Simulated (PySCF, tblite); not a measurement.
Species: C3H12AlNSi.
Bonds: C1–Al2, Al2–C3, Al2–N4, N4–C5, C5–Si6. Hydrogens: H7, H8, H9 on C1; H10, H11, H12 on C3; H13 on N4; H14, H15 on C5; H16, H17, H18 on Si6.

Jobs on this species (18 atoms, 64 electrons) with PySCF (density fitting) and tblite. Hardware of each: an Intel Xeon at 2.70 GHz with one thread, on a shared host. Other jobs ran on the host; a repeat could differ by tens of per cent or more.

Question: Rank these jobs by wall time, shortest first.
A. GFN2-xTB; Hessian by finite differences
B. GFN2-xTB; L-BFGS relaxation
C. PBE0/pcSseg-1; shieldings, charges and field gradients; 176 basis functions

Answer: A (0.98 s), B (1.6 s), C (38 s).

All jobs:

| level and settings | work | basis functions | SCF cycles | wall time |
| --- | --- | --- | --- | --- |
| GFN2-xTB | Hessian by finite differences | – | – | 0.98 s |
| GFN2-xTB | L-BFGS relaxation | – | – | 1.6 s |
| PBE0/pcSseg-1 | shieldings, charges and field gradients | 176 | 12 | 38 s |

Question: What do all jobs in the table cost together?

Answer: About 41 s; the longest takes about 94 % of that, and about 39 times as long as the shortest.
